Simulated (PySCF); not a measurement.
Structure problem from calculated spectra and properties.

Formula: C4H8OSi2.

| Property | Result |
| --- | --- |
| 1H NMR | chemical shifts (computed TMS as zero) by class: 4.34 (2 H), 4.31 (3 H), 2.72 (3 H) ppm [GIAO PBE0/pcSseg-1] |
| NMR, other nuclei | isotropic shieldings of nuclei other than C and H, by class: -527 (1 O), 440 (1 Si), 448 (1 Si) ppm [GIAO PBE0/pcSseg-1] |
| 13C NMR | chemical shifts (computed TMS as zero) by class: 240.9 (1 C), 117.0 (1 C), 116.2 (1 C), 41.6 (1 C) ppm [GIAO PBE0/pcSseg-1] |
| Rotational structure | rotational constants A, B, C: 3.954, 0.656, 0.586 GHz [GFN2-xTB] |
| Dipole | 2.83 D [PBE0/pcSseg-1] |

Electronic properties: PySCF, gas phase, density fitting. Levels stand in brackets. The structure is a single GFN2-xTB conformer in the gas phase; no vibrational or solvent corrections. NMR values are class means; diastereotopic atoms form classes of their own.

Problem. Give a SMILES that accounts for the data.

Solution. Numbering: `[CH3:1][C:2](=[O:3])[SiH2:4][C:5]#[C:6][SiH3:7]`. Its formula, C4H8OSi2, gives 3 degrees of unsaturation: 0 rings and 3 π bonds in the structure found. 4 carbons fall into 4 classes; from least to most shielded: carbonyl carbon [C2] (240.9 ppm), alkyne carbon [C5] (117.0 ppm), alkyne carbon [C6] (116.2 ppm), methyl carbon next to a carbonyl [C1] (41.6 ppm). Hydrogen classes from least to most shielded: 2 H on an SiH2 silicon, Si4 (4.34 ppm), 3 H on an SiH3 silicon, Si7 (4.31 ppm), 3 H on a methyl carbon next to a carbonyl, C1 (2.72 ppm, a mean of values up to 1.0 ppm apart in this geometry). The other shieldings belong to: -527 ppm, carbonyl oxygen [O3]; 440 ppm, SiH2 silicon [Si4]; 448 ppm, SiH3 silicon [Si7]. The optimised geometry has point group C1 and is an asymmetric top. Structure: `CC(=O)[SiH2]C#C[SiH3]`. Computed isomers that give other values at the same levels: `C#C[Si@H]1CC[SiH2]O1` (13C chemical shifts (computed TMS as zero) by class: 102.0 (1 C), 90.3 (1 C), 12.6 (1 C), 9.8 (1 C) ppm); `C=C[Si@H]1C[SiH2]C1=O` (13C chemical shifts (computed TMS as zero) by class: 316.4 (1 C), 143.9 (1 C), 137.1 (1 C), -9.9 (1 C) ppm); `O[SiH]1C=C[SiH2]C=C1` (13C chemical shifts (computed TMS as zero) by class: 160.8 (2 C), 153.7 (2 C) ppm). The assignments are read from this structure; whether some other isomer fits the data as well wasn't checked.

Conformer computed: `[CH3:1][C:2](=[O:3])[SiH2:4][C:5]#[C:6][SiH3:7]`: C1–C2–Si4–C5 33°.
